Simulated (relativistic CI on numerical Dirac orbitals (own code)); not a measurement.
# Electric-dipole lines of Cd¹⁹⁺

These numbers are calculated, not measured: Dirac-Coulomb-Breit CI, KLI orbitals optimised for each configuration, QED by a radiative potential, unscaled Slater integrals (own radial code, finite nucleus).

Configuration list (outside the closed core [Ar]): 3d10 4s, 3d10 4p, 3d10 4d, 3d10 4f, 3d10 5s, 3d10 5p, 3d10 5d, 3d10 5f, 3d10 5g, 3d10 6s, 3d10 6p, 3d9 4s2, 3d10 6d, 3d10 6f, 3d10 7s, 3d9 4s 4p, 3d10 8s, 3d9 4s 4d, 3d9 4s 4f, 3d9 4s 5s, 3d9 4s 5p, 3d9 4s 5d, 3d9 4s 5f. Double excitations out of closed p, d and f shells are left out; levels of such configurations are missing from the list, as are those of other unlisted configurations, and high levels can miss mixing partners.

```tsv
λ vac (Å)	Lower	Upper	A (s⁻¹)	log gf	S velocity/length
89.516	3d10 4f 2F°_5/2 [6]	3d10 5g 2G_7/2 [15]	7.45e+11	0.85	1.00
89.574	3d10 4f 2F°_7/2 [7]	3d10 5g 2G_9/2 [16]	7.72e+11	0.97	1.00
158.96	3d9 4s 4p 4F°_7/2 [29]	3d9 4s 4d 4G_9/2 [52]	9.51e+10	0.56	0.91
163.07	3d10 4p 2P°_1/2 [2]	3d10 4d 2D_3/2 [4]	9.65e+10	0.19	0.99
171.60	3d9 4s 4p 4F°_9/2 [32]	3d9 4s 4d 4G_11/2 [55]	9.84e+10	0.72	0.90
174.11	3d10 4d 2D_3/2 [4]	3d10 4f 2F°_5/2 [6]	9.25e+10	0.40	1.01
177.99	3d10 4d 2D_5/2 [5]	3d10 4f 2F°_7/2 [7]	9.31e+10	0.55	1.01
180.72	3d10 4p 2P°_3/2 [3]	3d10 4d 2D_5/2 [5]	8.73e+10	0.41	0.99
216.88	3d9 4s2 2D_5/2 [22]	3d9 4s 4p 2D°_5/2 [46]	7.08e+10	0.48	0.75
224.05	3d9 4s2 2D_3/2 [23]	3d9 4s 4p 2F°_5/2 [48]	6.49e+10	0.47	0.75
225.13	3d9 4s2 2D_5/2 [22]	3d9 4s 4p 2F°_7/2 [45]	6.52e+10	0.60	0.75
248.68	3d10 4s 2S_1/2 [1]	3d10 4p 2P°_3/2 [3]	2.54e+10	-0.03	0.65
362.75	3d10 5p 2P°_1/2 [9]	3d10 5d 2D_3/2 [11]	2.65e+10	0.32	1.00
399.83	3d10 5d 2D_3/2 [11]	3d10 5f 2F°_5/2 [13]	2.57e+10	0.57	1.00
400.41	3d10 5p 2P°_3/2 [10]	3d10 5d 2D_5/2 [12]	2.43e+10	0.54	1.00
408.72	3d10 5d 2D_5/2 [12]	3d10 5f 2F°_7/2 [14]	2.59e+10	0.72	1.00
674.96	3d10 6p 2P°_1/2 [18]	3d10 6d 2D_3/2 [20]	9.59e+09	0.42	1.00
743.56	3d10 6p 2P°_3/2 [19]	3d10 6d 2D_5/2 [21]	8.84e+09	0.64	1.00
747.04	3d10 6d 2D_3/2 [20]	3d10 6f 2F°_5/2 [24]	9.49e+09	0.68	1.00
763.46	3d10 6d 2D_5/2 [21]	3d10 6f 2F°_7/2 [25]	9.57e+09	0.83	1.00
```

Terms are leading LS components. Brackets give the number of a level in order of energy, since labels repeat. The list gives strong lines, with weight on those to low levels, among the lowest 84 of 227 levels, so that lines to higher ones, which can be the strongest, are missing. Levels whose partners in the same complex of configurations lie outside the list can be far off, and so can their lines. Rates are taken at the computed energies, electric ones in the length gauge. A velocity-to-length ratio far from 1 marks an uncertain rate.

At this charge energies of transitions that change n are usually good to better than 1 %, and those within a shell (Δn = 0) to a few per cent.

LS names give the leading component of a level, which can be under half, so a name can repeat, a term be missing and a line seem to break the LS rules.
